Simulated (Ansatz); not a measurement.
Species: AlCl$_{2}$, SMILES `[Cl][Al][Cl]` (charge 0, multiplicity 2).

Question: Give a relaxed geometry from CAM-B3LYP-D3(BJ)/def2-TZVP run with Ansatz (a first-principles code).

Answer: the end point of this relaxation (outside a Z-matrix the atoms follow the SMILES, hydrogens last).
Bonds (Å): Cl1–Al2 2.100, Al2–Cl3 2.100. Angles (°): Cl1–Al2–Cl3 118.8.
